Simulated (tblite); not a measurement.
Question: What does the GFN2-xTB structure of `C=C(C)[SiH]1C[SiH2]C1` look like in three dimensions?

Answer: 
```
atom  x, y, z in Å
C1    -1.9574    1.8888   -0.7558
C2    -1.2388    0.8021   -0.5115
C3    -1.7477   -0.5627   -0.8624
Si4    0.4653    0.8896    0.2958
C5     0.6692   -0.3487    1.7531
Si6    1.8176   -1.4820    0.7179
C7     1.7964   -0.1330   -0.6437
H8    -1.6000    2.8726   -0.5025
H9    -2.9337    1.8449   -1.2168
H10   -1.0569   -1.0582   -1.5431
H11   -1.8188   -1.1778    0.0337
H12   -2.7290   -0.5134   -1.3316
H13    0.8203    2.2840    0.5884
H14   -0.2438   -0.8082    2.1216
H15    1.1632    0.0874    2.6173
H16    1.1837   -2.7387    0.3080
H17    3.1290   -1.7599    1.3071
H18    2.7437    0.3908   -0.7409
H19    1.5278   -0.4683   -1.6419
```

Any rigid rotation of these coordinates is as good. Atoms count from 1 in this order. Si4 (SiH silicon) has angles from 87.4° to 115.8°. The C–Si distances run from 1.888 Å (C2–Si4, drawn single) to 1.924 Å (Si4–C7, drawn single), a spread of 0.036 Å. Of the pairs four or more bonds apart, H9···H12 is among the closest relative to their van der Waals radii: 2.37 Å, 99 % of the sum of Bondi's values. The 4-membered ring Si4–C5–Si6–C7 has internal angles of 87.4° to 92.0° (sum 359°, against 360° for a flat polygon); it is slightly puckered (a soft mode that the optimisation may not have finished), 0.06 Å rms from its mean plane, widest ring torsion 7°.

Bonds between heavy atoms (Å): C1=C2 1.326, C2–C3 1.498, C2–Si4 1.888, Si4–C5 1.923, C5–Si6 1.917, Si6–C7 1.917, Si4–C7 1.924.

Computed geometry: GFN2-xTB, gas phase.

Point group: Cs (every atom within 0.08 Å of its image). Its GFN2-xTB frequencies are all real (lowest 32 cm⁻¹). The numbers are those of one conformer (C1–C2–Si4–C5 132°, C2–Si4–C5–Si6 107°, Si4–C5–Si6–C7 7°, C5–Si6–C7–Si4 -7°, C2–Si4–C7–Si6 -107°).

The run took 3.0 s of wall time on one thread, Arm Neoverse N1 (aarch64), shared host with 64 logical CPUs at a one-minute load of 61. That covers the optimisation of the geometry.
